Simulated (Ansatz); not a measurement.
[ScF6]3- (ScF6³⁻). The state is a triplet with charge -3. Geometry r2SCAN-D4/def2-SVPD, that of the charge -3 singlet; atoms count from 1.

```
atom    x (Å)    y (Å)    z (Å)
 Sc1   0.0000   0.0000   0.0000
  F2   0.0563   2.0710  -0.2162
  F3  -0.0563  -2.0710   0.2162
  F4  -1.8827   0.1433   0.8798
  F5   1.8827  -0.1433  -0.8798
  F6   0.8898   0.1716   1.8756
  F7  -0.8898  -0.1716  -1.8756
```

A multiply charged anion in the gas phase is held together partly by the finite basis. Removing one electron lowers the energy by 2.92 eV at PBE0-D4/def2-TZVPD, so it isn't bound. The highest occupied level of the charge -3 triplet lies above zero (up to 7.22 eV). By energy differences it is unbound by 6.60 eV (vertical, against the charge -2 doublet, at PBE0-D4/def2-TZVPD) and held by the finite basis. At PBE0-D4/def2-TZVPD a singlet of charge -3 lies 3.67 eV below the triplet at the same geometry.

Estimate the Mulliken populations from the PBE0/def2-TZVPD orbitals of Ansatz.


| atom | charge (e) | spin (α − β) | d electrons |
| --- | --- | --- | --- |
| Sc1 | 0.19 | 2.12 | 0.61 |
| F2 | -0.58 | -0.03 | – |
| F3 | -0.58 | -0.03 | – |
| F4 | -0.58 | -0.03 | – |
| F5 | -0.58 | -0.03 | – |
| F6 | -0.42 | -0.01 | – |
| F7 | -0.42 | -0.01 | – |
Mulliken values depend strongly on the basis. With diffuse functions, as here, like atoms can get unlike values, and bond orders can come out too low or too high.

Where does the spin sit?

Summed by element: Sc 2.12, F -0.12, of 2 unpaired in all. Largest on single atoms: Sc1 2.12, F4 -0.03, F5 -0.03.
